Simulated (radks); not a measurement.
Values are calculated unless marked as measured or tabulated.
Spin polarisation of the 4f12 shell in Er2+. Start: [Xe] 4f(up 6, down 6); electrons of 4f are moved from spin down to spin up, other shells keep equal spins. Level of theory: non-relativistic Kohn-Sham, PBE, spin-polarised, spherical densities, point nucleus (a radial shooting solver on a logarithmic mesh with Libxc functionals).

moment (Bohr magnetons),E - E(0) (eV),e(4f up) (eV),e(4f down) (eV),5p down minus up (eV),5s down minus up (eV),4d down minus up (eV)
0,0.000,-21.065,-21.065,0.000,0.000,0.000
0.5,-0.049,-21.260,-20.864,0.131,0.172,0.443
1,-0.198,-21.448,-20.657,0.263,0.344,0.887
1.5,-0.445,-21.630,-20.443,0.395,0.516,1.330
2,-0.791,-21.805,-20.223,0.526,0.689,1.773

At moment 2 the spin-polarisation energy is -0.791 eV and the 4f exchange splitting 1.582 eV, that is 0.791 eV per Bohr magneton; E = -I m^2/4 would give I = 0.791 eV.
